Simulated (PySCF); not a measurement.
Compound: C6H12N2Si.
Structure used (GFN2-xTB), in Å, numbered top down from 1:
```xyz
21
C6H12N2Si angstrom
C      2.1294   -2.3823    0.7388
C      1.4185   -1.4395    0.5152
Si     0.2914   -0.0222    0.0939
N      1.3251    1.3104   -0.2254
C      2.5475    1.2038   -0.9798
C     -1.0007    0.3216    1.4385
C     -2.3151    0.3686    0.6660
C     -2.2175   -0.6276   -0.4863
N     -0.9098   -0.4315   -1.0782
H      2.7574   -3.1998    0.9513
H      0.9184    2.2309   -0.2918
H      2.9766    0.2215   -0.7980
H      3.2592    1.9646   -0.6535
H      2.3888    1.3171   -2.0582
H     -0.8455    1.2365    2.0028
H     -1.0201   -0.4998    2.1523
H     -3.1766    0.1458    1.2982
H     -2.4489    1.3679    0.2473
H     -2.9983   -0.4508   -1.2332
H     -2.3381   -1.6519   -0.1040
H     -0.7507   -0.9663   -1.9165
```

Method used: PBE0/pcSseg-1 in PySCF (dipole) on a GFN2-xTB geometry, gas phase.

Masses are those of the commonest isotopes; rigid-rotor values at the optimised geometry. The values belong to one conformer with, in the numbering `[CH:1]#[C:2][Si@:3]1([NH:4][CH3:5])[CH2:6][CH2:7][CH2:8][NH:9]1`, C2–Si3–N4–C5 42°, C2–Si3–C6–C7 -130°, Si3–C6–C7–C8 34°, C6–C7–C8–N9 -45°, C7–C8–N9–Si3 35°.

(1) What are A, B and C (MHz)?

(2) What kind of rotor is it?

(3) Is it planar, by Δ = Ic − Ia − Ib?

(4) Where do the levels up to J = 2 lie, in K?

(5) Predict some low-J microwave lines.

Results:

(1) Ia = 261.92, Ib = 476.26, Ic = 579.81 u·Å²; 505379 MHz·u·Å²/I gives A = 1929, B = 1061, C = 871.6 MHz.

(2) An asymmetric top; Ray's κ = -0.642.

(3) Not planar: Δ = Ic − Ia − Ib = -158.37 u·Å². For a rigid frame Δ = −2 Σ m c², so Σ m c² = 79.18 u·Å² lies off the ab plane: 19.60 from hydrogen and 59.58 from heavier atoms. The atom farthest from that plane is 2.21 Å away.

(4) Above 0(0,0), as E/k:
J = 1: 1(0,1) 0.093, 1(1,1) 0.134, 1(1,0) 0.144
J = 2: 2(0,2) 0.277, 2(1,2) 0.311, 2(1,1) 0.338, 2(2,1) 0.463, 2(2,0) 0.464

(5) The dipole components are |μa| = 0.09 D, |μb| = 0.34 D, |μc| = 0.84 D. The squared components, which scale the intensities, stand as 0.01 : 0.16 : 1.00 (a : b : c). Some lines, for components of 0.1 D or more:

```
type  branch         J(Ka,Kc)    MHz  lower level (cm⁻¹)
   c       Q  4(1,4) ← 4(0,4)    334               0.632
   c       Q  3(1,3) ← 3(0,3)    513               0.382
   c       Q  5(2,4) ← 5(1,4)   1617               1.039
   b       Q  3(2,2) ← 3(1,3)   3474               0.399
   b       Q  4(2,3) ← 4(1,4)   3880               0.643
   b       Q  4(3,1) ← 4(2,2)   4537               0.785
   c       Q  3(3,1) ← 3(2,1)   4697               0.520
   b       Q  3(3,0) ← 3(2,1)   4699               0.520
   b       R  3(0,3) ← 2(1,2)   4984               0.216
   b       R  2(2,1) ← 1(1,0)   6660               0.100
   c       R  2(2,1) ← 1(1,1)   6850               0.093
   b       R  3(3,1) ← 2(2,0)  10602               0.323
   c       R  5(2,4) ← 4(1,4)  13482               0.643
   c       R  5(3,2) ← 4(2,2)  14324               0.785
   c       R  5(4,2) ← 4(3,2)  16424               0.936
```

No frequency check. These are rigid-rotor constants of the computed structure; measured ground-state constants (B0) also hold zero-point vibration. A rigid rotor knows nothing of inversion at nitrogen or internal rotation, which can split or shift real lines. Quadrupole hyperfine structure (14N) is left out.
